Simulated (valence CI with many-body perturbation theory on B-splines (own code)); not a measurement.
## From CI to CI+MBPT in Ce18+

Computed by configuration interaction combined with many-body perturbation theory (CI+MBPT): four valence electrons over a frozen Dirac-Fock core [Kr], radial functions for each j: 9 s, 9 p, 10 d, 8 f, 5 g, 3 h, 1 i, with the one-electron correlation potential Σ1, the two-electron term Σ2, the three-electron term Σ3, Breit, model QED; selected CI, second order for the rest (own B-spline code, finite nucleus).

No measured levels were compared; by estimate terms of the open shell hold to 2 to 4 % of their energy, and close levels can change places. Only levels of the ground parity were solved; by the run's estimate the other parity begins above the list, which can be wrong where configurations are misplaced.

Each rung adds one term. CI alone is the Dirac-Coulomb CI over the frozen core; QED comes last and gives the full result, which names the levels. Energies are above (4d3/2^4) J=0 on the same rung, in cm⁻¹.

Levels are named by their leading jj configuration (3d3/2^4 stands for four electrons in 3d with j = 3/2), which in mixed levels can hold well under half, so a name can repeat and another be missing. Letters in brackets count levels of one name in rising energy.

```tsv
Level	CI alone	+ Σ1	+ Σ2	+ Σ3	+ Breit	Full
(4d3/2^3 4d5/2) J=1	16848	17196	17168	17608	16820	16905
(4d3/2^2 4d5/2^2) J=2 [a]	29609	30138	29953	30399	29168	29292
(4d3/2^2 4d5/2^2) J=3 [a]	38340	38930	38520	38776	37373	37508
(4d3/2^3 4d5/2) J=4	42191	42696	41631	41471	40210	40318
(4d3/2^2 4d5/2^2) J=0 [a]	57345	57971	58712	58340	57028	57174
(4d3/2^2 4d5/2^2) J=4 [a]	63025	63699	61388	61171	59532	59685
(4d3/2^2 4d5/2^2) J=3 [b]	72154	72789	70364	69510	68136	68274
(4d3/2^2 4d5/2^2) J=2 [b]	73125	73710	72433	71756	70517	70645
(4d3/2^2 4d5/2^2) J=5	78246	79018	75414	74914	73053	73217
(4d3/2^2 4d5/2^2) J=1	77122	77877	77921	77537	75935	76105
(4d3/2^2 4d5/2^2) J=6	84914	85732	81488	80975	78876	79046
(4d3/2^2 4d5/2^2) J=4 [b]	91204	92033	88955	87733	85824	86000
(4d3/2^2 4d5/2^2) J=2 [c]	92188	92973	91057	90029	88291	88463
(4d3/2^2 4d5/2^2) J=3 [c]	95968	96707	93497	92082	90443	90601
(4d3/2 4d5/2^3) J=4 [a]	98062	99070	97458	96880	94559	94790
(4d3/2 4d5/2^3) J=3 [a]	106500	107551	106138	105276	102971	103212
(4d3/2^2 4d5/2^2) J=2 [d]	109040	109928	110510	109652	107708	107911
(4d3/2 4d5/2^3) J=5	114808	115970	113059	112204	109459	109719
(4d3/2 4d5/2^3) J=1 [a]	116651	117702	116241	114782	112550	112792
(4d3/2 4d5/2^3) J=6	120373	121545	117084	116358	113544	113798
(4d3/2^2 4d5/2^2) J=4 [c]	129812	130796	127058	125120	123017	123227
(4d3/2^2 4d5/2^2) J=2 [e]	131371	132401	129673	128280	126141	126365
(4d3/2 4d5/2^3) J=0	130812	131889	132649	130145	127774	128025
(4d3/2 4d5/2^3) J=3 [b]	138717	139821	136777	135003	132568	132813
(4d3/2^2 4d5/2^2) J=2 [f]	142185	143103	142074	139978	138038	138243
(4d5/2^4) J=4	156346	157657	157849	156194	153251	153554
(4d3/2 4d5/2^3) J=3 [c]	161848	163024	160484	158362	155885	156143
(4d3/2 4d5/2^3) J=1 [b]	162512	163656	161713	159614	157318	157573
(4d5/2^4) J=2	162851	164154	161937	160259	157500	157792
(4d3/2^2 4d5/2^2) J=0 [b]	170460	171612	169269	166313	164093	164342
(4d3/2 4d5/2^3) J=4 [b]	172031	173217	169866	167474	164890	165148
```

Task: How does the ionisation energy move along the ladder, and which term matters most?

Result: CI alone 505.57, + Σ1 507.86, + Σ2 509.82, + Σ3 509.89, + Breit 509.70, + QED 509.73 eV. The largest step is Σ1, 2.29 eV. NIST lists 509 ± 3 eV (theoretical).
